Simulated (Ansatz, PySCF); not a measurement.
Reaction (SMILES): C[C@H]1CO1 + 4 [H][H] (H2) -> 3 C (CH4) + O (H2O)
Geometries: B3LYP-D3(BJ)/def2-TZVP minima from Ansatz (a quantum-chemistry and plane-wave program).

Property: energy of full hydrogenation (0 K, with B3LYP-D3(BJ) harmonic zero-point energies from PySCF), in kcal/mol. Cores are frozen in the correlated levels unless marked. Spin-orbit coupling is left out. Non-relativistic. CBS marks a two-point X^-3 extrapolation of the correlation energy; Hartree-Fock from the larger set. The bracket is a focal-point correction in the basis named.

| level | program | energy of full hydrogenation (kcal/mol) |
|---|---|---|
| HF/def2-TZVPD | PySCF | -96.3 |
| BLYP-D4/def2-TZVPD | Ansatz + dftd4 | -80.0 |
| TPSSh-D3(BJ)/def2-TZVPD | PySCF + dftd3 | -76.4 |
| r2SCAN0/def2-TZVPD | Ansatz | -87.9 |

Q: Estimate the value at RI-MP2/CBS(aug-cc-pVTZ,aug-cc-pVQZ)+[CCSD(T)-MP2]/aug-cc-pVTZ as computed with Ansatz.

A: -86.8 kcal/mol
